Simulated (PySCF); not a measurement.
Partial charges of `CCC[SiH2]C(C)(C)C`

Species: C7H18Si.
Numbering: `[CH3:1][CH2:2][CH2:3][SiH2:4][C:5]([CH3:6])([CH3:7])[CH3:8]` (hydrogens: H9, H10, H11 on C1; H12, H13 on C2; H14, H15 on C3; H16, H17 on Si4; H18, H19, H20 on C6; H21, H22, H23 on C7; H24, H25, H26 on C8)

Cartesian coordinates in Å at the PBE0-D3(BJ)/def2-SVP level; atoms count from 1:
```
atom  x, y, z in Å
C1     4.009   -0.043    0.413
C2     2.807    0.856    0.169
C3     1.480    0.097    0.134
Si4   -0.029    1.186   -0.181
C5    -1.663    0.200   -0.227
C6    -1.883   -0.492    1.120
C7    -1.600   -0.843   -1.346
C8    -2.808    1.180   -0.498
H9     4.950    0.530    0.429
H10    3.922   -0.571    1.376
H11    4.098   -0.809   -0.374
H12    2.944    1.402   -0.781
H13    2.765    1.634    0.952
H14    1.515   -0.683   -0.647
H15    1.329   -0.441    1.088
H16   -0.122    2.228    0.895
H17    0.141    1.900   -1.491
H18   -1.086   -1.219    1.346
H19   -1.923    0.231    1.951
H20   -2.839   -1.045    1.118
H21   -1.430   -0.379   -2.331
H22   -0.799   -1.581   -1.178
H23   -2.552   -1.402   -1.406
H24   -2.881    1.951    0.286
H25   -2.686    1.696   -1.464
H26   -3.775    0.646   -0.528
```

Density: PBE0/pcSseg-1 (PySCF); schemes: Mulliken, IAO, Hirshfeld and ESP-fitted. Geometry: PBE0-D3(BJ)/def2-SVP, one conformer, isolated molecule.

**Question.** Atoms with like bonding are taken together and averaged. Which atoms carry the highest charge in the Mulliken, IAO, Hirshfeld and ESP-fitted schemes?

**Answer.** The schemes don't all agree: Mulliken Si4 (+0.688); IAO Si4 (+0.733); Hirshfeld Si4 (+0.325); ESP-fitted C5 (+0.560).

**Question.** Which atoms carry the lowest charge in the Mulliken, IAO, Hirshfeld and ESP-fitted schemes?

**Answer.** The schemes don't all agree: Mulliken C5 (-0.749); IAO C3 (-0.529); Hirshfeld C3 (-0.156); ESP-fitted C6/C7/C8 (-0.499).

**Question.** For which atoms does the sign change between the 4 schemes (beyond +0.03 e in one, beyond −0.03 e in another)?

**Answer.** C2 and C5. Atomic charges aren't observables, and each scheme defines them in its own way.

**Question.** What partial charge does each atom carry?

**Answer.** In e; atoms taken as equivalent share a row and are averaged (×n: the atom named and its like, n in all):

```
      atom                  environment  Mulliken     IAO  Hirshfeld  ESP-fitted
        C1                methyl carbon    -0.268  -0.405     -0.115      -0.478
        C2             chain CH2 carbon    -0.281  -0.233     -0.062      +0.268
        C3  sp3 carbon bound to silicon    -0.566  -0.529     -0.156      -0.202
       Si4                 SiH2 silicon    +0.688  +0.733     +0.325      +0.148
        C5  sp3 carbon bound to silicon    -0.749  -0.198     -0.056      +0.560
  C6/C7/C8                methyl carbon    -0.193  -0.403     -0.116      -0.499
H9/H10/H11              methyl hydrogen    +0.112  +0.133     +0.038      +0.110
   H12/H13           methylene hydrogen    +0.125  +0.128     +0.035      -0.017
   H14/H15           methylene hydrogen    +0.142  +0.135     +0.036      +0.056
   H16/H17                Si–H hydrogen    -0.079  -0.131     -0.088      -0.104
  H18 (×9)              methyl hydrogen    +0.116  +0.131     +0.037      +0.111
```

Mean size of the charges over all atoms: IAO 0.218 e, Mulliken 0.200 e, ESP-fitted 0.186 e, Hirshfeld 0.070 e. Each set sums to the total charge, 0, to within 0.001 e. The IAO scheme projects the occupied orbitals on a minimal set of polarised atomic orbitals and counts the electrons in each atom's part of it. The ESP scheme fits charges at the nuclei, held to the total charge, to the electrostatic potential on points at 1.4 to 2.0 times the van der Waals radii.

Some averages cover members that differ in this geometry: C6/C7/C8, ESP-fitted -0.536 to -0.471; H18 (×9), ESP-fitted +0.098 to +0.124 e.

**Question.** How many electrons does the ESP-fitted scheme count on C3?

**Answer.** Z − q = 6 − (-0.202) = 6.202.

**Question.** Sum the charges by element, for elements with more than one atom.

**Answer.** 
```json
{"element": "C", "atoms": "7", "Mulliken": "-2.443", "IAO": "-2.574", "Hirshfeld": "-0.737", "ESP-fitted": "-1.349"}
{"element": "H", "atoms": "18", "Mulliken": "+1.755", "IAO": "+1.841", "Hirshfeld": "+0.412", "ESP-fitted": "+1.201"}
```
